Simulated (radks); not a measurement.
Results of a calculation; reference values are marked as such.
How relativity changes the ionisation of the ytterbium ion Yb+ ([Xe] 4f14 6s1) to Yb2+ ([Xe] 4f14). Spin-unpolarised spherical Kohn-Sham, PBE, point nucleus unless stated (finite: rms radius 5.3108 fm), a radial shooting solver on a logarithmic mesh with Libxc functionals. A level marked "c x" has the speed of light scaled by that factor.

level                        E(Yb+) (hartree)  E(Yb2+) (hartree)  IE (eV)   HOMO  <r> HOMO (bohr)
non-rel.                          -13395.0678        -13394.6540   11.260     6s            3.827
scalar-rel.                       -14059.5647        -14059.1147   12.245     6s            3.543
scalar-rel., finite nucleus       -14057.9015        -14057.4516   12.243     6s            3.544
Dirac                             -14075.7195        -14075.2694   12.248  4f7/2           0.7973
Dirac, finite nucleus             -14074.0432        -14073.5932   12.246  4f7/2           0.7973
Dirac, c x 0.85                   -14397.1807        -14396.7105   12.795  4f7/2           0.8246
Dirac, c x 1.5                    -13674.5783        -13674.1505   11.640  6s1/2            3.711
Dirac, c x 2                      -13548.3570        -13547.9357   11.464  6s1/2            3.763

NIST Atomic Spectra Database: 12.179 eV (measured). The relativistic part of the total energy of Yb+ is -679 hartree (Dirac, finite nucleus), 5.1 % of the non-relativistic value. Spin polarisation and multiplet splitting of open shells are left out at every level.

Beside tabulated values, note that relativity, absent from the non-relativistic runs, is large for the heavy elements, and spin-unpolarised runs miss the spin-polarisation part of the exchange energy of open shells.
